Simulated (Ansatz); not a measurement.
The cluster B4F2, relaxed as a singlet with RKS PBE-D4/def2-SVP in Ansatz, starting from the GFN2-xTB geometry. Force threshold 0.02 eV/Å.

The restricted singlet is unstable towards broken spin symmetry at other levels; at PBE-D4/def2-SVP this wasn't settled. Another isomer (singlet) lies 0.46 eV lower at PBE0-D4/def2-TZVP; other spin states weren't run for this one.

Start:

```csv
atom,x (Å),y (Å),z (Å)
B1,0.753,-0.397,0.408
B2,-0.889,1.111,0.630
B3,0.258,0.589,1.438
B4,-0.701,0.250,-0.594
F5,-0.978,-0.220,-1.803
F6,1.557,-1.334,-0.079
```

| step | energy (eV) | largest force component (eV/Å) | SCF passes |
| --- | --- | --- | --- |
| 1 | -8121.0797 | 1.464 | 27 |
| 2 | -8121.2129 | 0.901 | 30 |
| 3 | -8121.2646 | 0.505 | 31 |
| 4 | -8121.3046 | 0.435 | 31 |
| 5 | -8121.3196 | 0.344 | 33 |
| 6 | -8121.3340 | 0.455 | 31 |
| 7 | -8121.4014 | 0.849 | 37 |
| 8 | -8121.4287 | 1.239 | 38 |
| 9 | -8121.5276 | 0.327 | 32 |
| 10 | -8121.5684 | 0.420 | 32 |
| 11 | -8121.5757 | 0.420 | 32 |
| 12 | -8121.5969 | 0.283 | 31 |
| 13 | -8121.6162 | 0.156 | 38 |
| 14 (rejected) | -8121.6160 | 0.296 | 32 |
| 15 | -8121.6177 | 0.221 | 30 |
| 16 | -8121.6182 | 0.153 | 31 |
| 17 | -8121.6201 | 0.056 | 32 |
| 18 | -8121.6203 | 0.040 | 32 |
| 19 | -8121.6204 | 0.005 | 33 |

Force components are those of the run's own axes.

End:

Cartesian coordinates in Å:
```
B 0.8579 -0.3478 0.7045
B -0.5564 0.7778 0.5264
B 0.3430 0.6832 1.7458
B -0.9635 0.3330 -0.8939
F -1.1348 -0.1740 -2.0609
F 1.4538 -1.2723 -0.0220
```

Bonds lost: B1–B4 (atoms count from 1). Bonds formed: B1–B2 (atoms count from 1).

No frequencies were taken in this run, so the end may be a saddle point.

It took 13 s on 4 threads of Arm Neoverse V2 on a shared host.
